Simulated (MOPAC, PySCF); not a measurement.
Cl₃FSn, SMILES `[F][Sn]([Cl])([Cl])[Cl]`, neutral singlet in the gas phase. 

Z-matrix (Å, degrees):
```
Sn
F 1 1.8919
Cl 1 2.2791 2 107.37
Cl 1 2.2791 2 107.37 3 -120.00
Cl 1 2.2791 2 107.37 3 120.00
```
Charge 0, spin multiplicity 1.

All levels are single points at this geometry (PBE0-D3(BJ)/def2-TZVP); Pople sets use spherical d functions. Orbital energies aren't observables, and empty levels follow the basis.

| level | HOMO (eV) | LUMO (eV) | gap (eV) | dipole (D) | vertical IE, Delta-SCF (eV) |
|---|---|---|---|---|---|
| ωB97X-D3(BJ)/def2-TZVP in PySCF | -12.47 | -1.09 | 11.38 | 1.11 | 12.63 |
| B3LYP/6-311+G** (LANL2DZ on Sn) in PySCF | -9.85 | -3.72 | 6.12 | 1.37 | – |
| B3LYP/6-31G* (LANL2DZ on Sn) in PySCF | -9.74 | -3.53 | 6.21 | 0.80 | 11.94 |
| B3LYP/LANL2DZ in PySCF | -10.02 | -4.10 | 5.92 | 1.09 | – |
| M06-2X/6-31G* (LANL2DZ on Sn) in PySCF | -11.45 | -2.51 | 8.94 | 0.79 | – |
| PBE/6-31G* (LANL2DZ on Sn) in PySCF | -8.57 | -4.19 | 4.38 | 0.70 | – |
| AM1 in MOPAC | -12.40 | -2.98 | 9.43 | 0.00 | – |
| PM3 in MOPAC | -12.06 | -3.81 | 8.26 | 0.10 | – |
| PM7 in MOPAC | -11.98 | -1.99 | 9.99 | 0.91 | – |
